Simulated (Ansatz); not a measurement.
aminoborane (H$_{4}$BN), singlet, at a GFN2-xTB geometry, atoms displaced at random by about 0.03 Å a coordinate; Ansatz (a quantum-chemistry and plane-wave program) with R2SCAN/cc-pVDZ, gradient.

Here is a job for Ansatz.
Ansatz 0.2 input:
```yaml
crystal:
  periodic: [false, false, false]
  atoms:
    - {symbol: B, position_ang: [-0.80088560, 0.09231208, -0.05089426]}
    - {symbol: N, position_ang: [0.59944477, -0.04762107, -0.04511140]}
    - {symbol: H, position_ang: [-1.42544605, -0.92775893, -0.02025648]}
    - {symbol: H, position_ang: [-1.27386991, 1.12110340, 0.04364280]}
    - {symbol: H, position_ang: [1.22157195, 0.72222546, 0.00920306]}
    - {symbol: H, position_ang: [1.08539415, -0.94226952, 0.01063684]}
basis:
  gaussian:
    orbitals: cc-pVDZ
hamiltonian:
  xc: r2scan
output: {forces: true}
```

It wrote (shortened):

```
Functional definition: r2SCAN
584 factors; their error is unknown
mean field evaluation 1: about -2225.7937 eV, gradient 4.9e1 eV
mean field evaluation 2: about -2216.9223 eV, gradient 7.6e1 eV
mean field evaluation 4: about -2230.8056 eV, gradient 2.4e0 eV
mean field evaluation 8: about -2230.7997 eV, gradient 1.5e-2 eV
mean field -2230.79969155 eV, -81.9803765740 hartree, gradient 2.4e-5 eV, S^2 0.000000; 0 other end points of the search recorded, 0 dependent functions left out
the calculation of the forces begins
reference -2230.79969950 eV, -81.9803768664 hartree; 8, 8 occupied and 40, 40 virtual orbitals, 584 factors
Total energy: -2230.79969950 eV, -81.9803768664 hartree
Atom 0 at    -0.800886     0.092312    -0.050894 Å, force     1.670741    -1.934458     0.358640 eV/Å
Atom 1 at     0.599445    -0.047621    -0.045111 Å, force    -1.046796    -0.794422    -0.007890 eV/Å
Atom 2 at    -1.425446    -0.927759    -0.020256 Å, force    -0.284845    -0.186850    -0.156926 eV/Å
Atom 3 at    -1.273870     1.121103     0.043643 Å, force    -0.767587     1.815166    -0.090047 eV/Å
Atom 4 at     1.221572     0.722225     0.009203 Å, force     0.684818     0.897765     0.031125 eV/Å
Atom 5 at     1.085394    -0.942270     0.010637 Å, force    -0.256331     0.202800    -0.134902 eV/Å
Dipole moment:     0.431052    -0.019748     0.018190 e Å
```
